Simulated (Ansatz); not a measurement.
`[CH3][Al]([OH])[F]` and `[CH3][In]([OH])[F]` differ in one element.

Ansatz, PBE0-D4/def2-TZVP geometries, multiplicity 1. Each molecule was computed in one conformer, which needn't be the lowest.

Elements past krypton have def2 core potentials.

```
                                      property  `[CH3][Al]([OH])[F]`
size of the dipole moment (PBE/def2-TZVPP) / D                  0.68
         HOMO–LUMO gap (B3LYP/def2-TZVPP) / eV                  8.10
            LUMO energy (PBE0/def2-TZVPP) / eV                 -0.25
             HOMO energy (PBE/def2-TZVPP) / eV                 -7.54
         HOMO energy (ωB97M-V/def2-TZVPP) / eV                -11.23
            HOMO energy (PBE0/def2-TZVPP) / eV                 -8.93
```

Problem. What does the change do to each property? (Best estimate.)

Solution. Ansatz gave: 
| property | `[CH3][In]([OH])[F]` | shift |
| --- | --- | --- |
| size of the dipole moment (PBE/def2-TZVPP) / D | 4.72 | 4.04 |
| HOMO–LUMO gap (B3LYP/def2-TZVPP) / eV | 6.59 | -1.51 |
| LUMO energy (PBE0/def2-TZVPP) / eV | -1.32 | -1.07 |
| HOMO energy (PBE/def2-TZVPP) / eV | -6.99 | 0.55 |
| HOMO energy (ωB97M-V/def2-TZVPP) / eV | -10.74 | 0.49 |
| HOMO energy (PBE0/def2-TZVPP) / eV | -8.49 | 0.44 |

With PBE0 the HOMO rises by 0.44 eV and the LUMO falls by 1.07 eV, so the gap narrows by about 1.51 eV. PBE moves the HOMO by 0.55 eV and ωB97M-V by 0.49 eV. Dipoles are sizes alone; their direction can turn.

B3LYP here is the variant with VWN-RPA as its local correlation; programs differ in this.
